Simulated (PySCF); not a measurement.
Two species compared at the same levels of theory.

First species: C3HN3Si.
Atom-mapped SMILES: `[N:1]#[C:2][SiH:3]([C:4]#[N:5])[C:6]#[N:7]` (hydrogens: H8 on Si3)

Second species: C4H10N2.
Atom-mapped SMILES: `[CH3:1][N:2]1[CH2:3][CH2:4][CH2:5][NH:6]1` (hydrogens: H7, H8, H9 on C1; H10, H11 on C3; H12, H13 on C4; H14, H15 on C5; H16 on N6)

Levels: B3LYP/def2-SVPD for HOMO energy, LUMO energy, HOMO–LUMO gap and static isotropic polarisability; TDDFT B3LYP/def2-SVPD for lowest singlet excitation; TDA B3LYP/def2-SVPD for lowest triplet excitation (Tamm–Dancoff). Geometries: GFN2-xTB. Each structure is a single optimised conformer of the isolated species, non-relativistic unless stated; the electronic structure was computed with PySCF and density fitting.

Values for the first species:

| Property | Result |
| --- | --- |
| HOMO energy | -10.71 eV |
| LUMO energy | -2.51 eV |
| HOMO–LUMO gap | 8.20 eV |
| Lowest singlet excitation | 6.76 eV |
| Lowest triplet excitation (Tamm–Dancoff) | 5.76 eV |
| Static isotropic polarisability | 66.9 au |

(1) Estimate the same properties for the second species, and the change in each.

Answers

(1) 
```json
{"property": "HOMO energy", "first": "-10.71 eV", "second": "-6.17 eV", "second less first": "+4.54 eV"}
{"property": "LUMO energy", "first": "-2.51 eV", "second": "0.31 eV", "second less first": "+2.82 eV"}
{"property": "HOMO–LUMO gap", "first": "8.20 eV", "second": "6.48 eV", "second less first": "-1.72 eV"}
{"property": "lowest singlet excitation", "first": "6.76 eV", "second": "5.55 eV", "second less first": "-1.21 eV"}
{"property": "lowest triplet excitation (Tamm–Dancoff)", "first": "5.76 eV", "second": "5.48 eV", "second less first": "-0.28 eV"}
{"property": "static isotropic polarisability", "first": "66.9 au", "second": "63.8 au", "second less first": "-3.1 au"}
```

On the first: The polarisability is 9.91 Å³ as a volume (1 au = 0.148185 Å³), or 1.24 au for each of the 54 electrons. S1 lies 1.44 eV below the HOMO–LUMO gap.

On the second: S1 lies 0.93 eV below the HOMO–LUMO gap; its leading configuration is HOMO→LUMO, weight 0.98. The principal polarisabilities are 58.8, 63.8 and 68.8 au; their mean is the isotropic value.
